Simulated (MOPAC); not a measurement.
MOPAC input (MNDO):

```
MNDO PRECISE GNORM=0.05 LET XYZ UHF MS=0.5 GEO-OK AUX(PRECISION=9) THREADS=1
H4NO3Si

N    -0.28230100 1   -0.35341900 1    1.69734200 1
Si   -0.01120100 1   -0.00678600 1    0.01061300 1
O     1.57647800 1   -0.24093200 1   -0.32693800 1
O    -0.34286100 1    1.55696900 1   -0.34143800 1
O    -1.00303000 1   -0.97626800 1   -0.85243000 1
H    -1.27053400 1   -0.42114500 1    1.94949200 1
H     2.05592100 1   -0.86985600 1    0.21816900 1
H     0.37235400 1    2.18905800 1   -0.22989500 1
H    -0.86951500 1   -1.04727300 1   -1.80129200 1
```

From the output:

```
                                                       MOPAC v23.2.5 Linux

          FINAL HEAT OF FORMATION =       -201.32290 KCAL/MOL =    -842.33501 KJ/MOL

          COSMO AREA              =        110.12 SQUARE ANGSTROMS
          COSMO VOLUME            =         96.01 CUBIC ANGSTROMS

          GRADIENT NORM           =          0.03431          =       0.01144 PER ATOM
          IONIZATION POTENTIAL    =         10.979390 EV
          ALPHA SOMO LUMO (EV)    =        -11.686  1.463
          BETA  SOMO LUMO (EV)    =        -10.979  0.232
          NO. OF ALPHA ELECTRONS  =         16
          NO. OF BETA  ELECTRONS  =         15
          MOLECULAR WEIGHT        =         94.1220         POINT GROUP:  C1

          MOLECULAR DIMENSIONS (Angstroms)

            Atom       Atom       Distance
            H     7    H     6     3.93740
            H     9    H     8     3.56678
            N     1    H     8     2.85021

          SCF CALCULATIONS        =         51

   ATOM   CHEMICAL          X               Y               Z
  NUMBER   SYMBOL      (ANGSTROMS)     (ANGSTROMS)     (ANGSTROMS)

     1       N         -0.32086411  *  -0.38225066  *   1.73433667  *
     2      Si         -0.00228361  *  -0.01537552  *   0.04800720  *
     3       O          1.59346401  *  -0.25753383  *  -0.31210194  *
     4       O         -0.35199761  *   1.56192264  *  -0.30273686  *
     5       O         -0.93093689  *  -0.99725716  *  -0.90351792  *
     6       H         -1.26558328  *  -0.33749382  *   2.02483857  *
     7       H          2.13713296  *  -0.87764796  *   0.11882146  *
     8       H          0.28573465  *   2.19559657  *  -0.54438229  *
     9       H         -1.09088175  *  -0.84681414  *  -1.80786825  *

                             CARTESIAN COORDINATES

   1    N       -0.320864114    -0.382250655     1.734336672
   2   Si       -0.002283612    -0.015375519     0.048007204
   3    O        1.593464008    -0.257533829    -0.312101943
   4    O       -0.351997613     1.561922637    -0.302736860
   5    O       -0.930936894    -0.997257156    -0.903517920
   6    H       -1.265583282    -0.337493817     2.024838568
   7    H        2.137132958    -0.877647965     0.118821458
   8    H        0.285734655     2.195596572    -0.544382286
   9    H       -1.090881750    -0.846814136    -1.807868253

           Empirical Formula: H4 N O3 Si  =     9 atoms

      MOLECULAR POINT GROUP   :   C1

          ALPHA EIGENVALUES
 -42.03583 -38.71488 -38.71368 -31.82372 -19.28906 -18.74191 -18.62878 -16.80124
 -13.75535 -13.53182 -13.32162 -12.65459 -12.46049 -12.29696 -12.25385 -11.68615
   1.46320   3.12144   3.38201   3.64834   5.36388   6.71705   6.79761   6.90176

           BETA EIGENVALUES
 -41.99439 -38.71774 -38.69555 -29.30575 -19.24354 -18.72866 -18.59722 -16.34899
 -13.71797 -13.39950 -13.23389 -12.50316 -12.31349 -12.24278 -10.97939   0.23186
   1.83310   3.28322   3.37987   3.85731   5.82675   6.72013   6.79831   6.90729

              NET ATOMIC CHARGES AND DIPOLE CONTRIBUTIONS

  ATOM NO.   TYPE          CHARGE      No. of ELECS.   s-Pop       p-Pop
    1          N          -0.441068        5.4411     1.77509     3.66598
    2         Si           1.618348        2.3817     0.84230     1.53935
    3          O          -0.650165        6.6502     1.78387     4.86630
    4          O          -0.645547        6.6455     1.78435     4.86120
    5          O          -0.646058        6.6461     1.78451     4.86155
    6          H           0.109766        0.8902     0.89023
    7          H           0.219928        0.7801     0.78007
    8          H           0.219080        0.7809     0.78092
    9          H           0.215714        0.7843     0.78429
 DIPOLE           X         Y         Z       TOTAL
 POINT-CHG.     0.427     0.074     0.163     0.463
 HYBRID        -0.045     0.299    -0.834     0.888
 SUM            0.381     0.373    -0.671     0.858

          ATOMIC ORBITAL ELECTRON POPULATIONS

     Atom    s        px        py        pz
    1  N   1.77509   1.26298   1.02922   1.37378
    2 Si   0.84230   0.49289   0.49325   0.55321
    3  O   1.78387   1.41904   1.66961   1.77765
    4  O   1.78435   1.59593   1.35792   1.90734
    5  O   1.78451   1.82007   1.77004   1.27144
    6  H   0.89023
    7  H   0.78007
    8  H   0.78092
    9  H   0.78429

                    (SZ)    =    0.500000
                    (S**2)  =    0.755119

          ATOMIC ORBITAL SPIN POPULATIONS

    Atom   Total    s     px     py     pz
         Atomic
    1  N  1.0731  0.028  0.030  0.924  0.092
    2 Si -0.0457 -0.016 -0.002 -0.003 -0.024
    3  O -0.0040 -0.000 -0.001  0.001 -0.003
    4  O  0.0071 -0.000  0.003  0.005 -0.001
    5  O  0.0040 -0.001  0.003  0.001  0.000
    6  H -0.0335 -0.034
    7  H  0.0001  0.000
    8  H -0.0004 -0.000
    9  H -0.0007 -0.001

 **********************
 *                    *
 * JOB ENDED NORMALLY *
 *                    *
 **********************

 == MOPAC DONE ==
```

The geometry given is a B3LYP-D3(BJ)/def2-TZVP minimum.
